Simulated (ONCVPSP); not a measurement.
PBE ONCV dataset for Ce (Z = 58), scalar-relativistic all-electron reference.

* Element: cerium
* Generator: ONCVPSP 4.0.1
* Type: optimised norm-conserving Vanderbilt (ONCV)
* Functional: PBE
* Relativity: scalar-relativistic
* Frozen core: [Kr] 4d10 4f1
* Valence charge: 11
* Reference configuration: 5s2 5p6 5d1 6s2
* Partial waves: 5s+6s: rc 2.35 bohr, ncon 4, nbas 8, qcut 4.1 1/bohr, 3 projectors, debl 1.7 Ha; 5p: rc 2.20 bohr, ncon 4, nbas 8, qcut 6.6 1/bohr, 2 projectors, debl 2.9 Ha; 5d: rc 2.35 bohr, ncon 4, nbas 8, qcut 4.1 1/bohr, 1 projector
* Local potential: polynomial inside 2.05 bohr (lpopt 5, dvloc0 6 Ha)
* Core correction: Teter function, fcfact 4.75, rcfact 1.75

Poles of the logarithmic derivatives, all-electron (AE) and pseudo (PS). s: poles at -1.2, 3.5 (AE) and -1.2, 3.5 (PS) Ha. p: poles at -0.2 (AE) and -0.2 (PS) Ha. d: poles at 0.9 (AE) and 0.9 (PS) Ha. Test radii: s 2.39, p 2.24, d 2.39 bohr.

- Cutoffs needed: 13 Ha and 16 Ha (the cutoffs (Ha) at which the residual kinetic energy of the hardest occupied pseudo-wave falls to 1 and 0.1 mHa per electron)
- Ghost test: no bound ghost flagged; no localised positive-energy state flagged
- Largest excitation error: -166 meV (all-electron minus pseudo) for 5s2 5p6 5d0 6s0, out of 4 test configurations
- rms error of d²Exc/dni dnj: 3.24 mHa without and 3.97 mHa with the model core
